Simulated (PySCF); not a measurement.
Kr⁺: ionisation energy

Kr⁺ [Ar] 3d10 4s2 4p5 (2P) → Kr²⁺ [Ar] 3d10 4s2 4p4 (3P), as a difference of total energies. All numbers are calculated (PySCF 2.14, scalar relativity by spin-free X2C-1e, in Sapporo-DKH3-DZP-2012 (6s5p3d1f, 43 functions)). Correlated levels: valence: [Ar] 3d10 frozen. The calculations carry no spin-orbit coupling.

```json
{"method": "UHF", "ionisation energy (eV)": "23.285"}
{"method": "LDA", "ionisation energy (eV)": "24.664"}
{"method": "MN15", "ionisation energy (eV)": "24.329"}
{"method": "MP2 (valence)", "ionisation energy (eV)": "23.883"}
{"method": "SCS-MP2 (valence)", "ionisation energy (eV)": "23.853"}
{"method": "CCSD (valence)", "ionisation energy (eV)": "23.839"}
{"method": "CCSD(T) (valence)", "ionisation energy (eV)": "23.847"}
```

How much does correlation contribute at CCSD(T) (valence)?

23.847 − (23.285) = 0.562 eV, measured against UHF.

The reference lies between the lowest fine-structure levels, while these numbers refer to the centres of the terms.

Errors of the correlated levels include the incompleteness of this basis and the frozen core.

For comparison: 24.360 eV (measured; NIST Atomic Spectra Database, ionization energies).
